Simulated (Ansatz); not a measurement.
One change: `[CH3][Ga]([CH3])[TeH]` becomes `[CH3][Ga]([CH3])[NH2]`.

Ansatz, PBE0-D4/def2-TZVP geometries, multiplicity 1. Each molecule was computed in one conformer, which needn't be the lowest.

Elements past krypton have def2 core potentials. Scalar relativity is left out up to krypton.

```
                                      property  `[CH3][Ga]([CH3])[TeH]`
           HOMO energy (B3LYP/def2-TZVPP) / eV                    -6.25
            HOMO energy (PBE0/def2-TZVPP) / eV                    -6.46
size of the dipole moment (PBE/def2-TZVPP) / D                     1.61
         HOMO–LUMO gap (B3LYP/def2-TZVPP) / eV                     5.14
           HOMO–LUMO gap (PBE/def2-TZVPP) / eV                     3.86
       HOMO–LUMO gap (ωB97M-V/def2-TZVPP) / eV                     9.29
```

Q: What does the change do to each property? (An estimate is asked.)

A: Ansatz gave: 
```tsv
property	`[CH3][Ga]([CH3])[NH2]`	shift
HOMO energy (B3LYP/def2-TZVPP) / eV	-6.77	-0.52
HOMO energy (PBE0/def2-TZVPP) / eV	-6.99	-0.53
size of the dipole moment (PBE/def2-TZVPP) / D	0.39	-1.22
HOMO–LUMO gap (B3LYP/def2-TZVPP) / eV	6.70	1.56
HOMO–LUMO gap (PBE/def2-TZVPP) / eV	5.06	1.20
HOMO–LUMO gap (ωB97M-V/def2-TZVPP) / eV	11.27	1.98
```

With PBE0 the HOMO falls by 0.53 eV and the LUMO rises by 1.08 eV, so the gap widens by about 1.61 eV. PBE moves the HOMO by -0.17 eV and ωB97M-V by -0.90 eV. Dipoles are sizes alone; their direction can turn.

B3LYP here is the variant with VWN-RPA as its local correlation; programs differ in this.

Spin–orbit coupling is left out; it splits and shifts lone-pair levels of the heavy atoms by tenths of an eV.
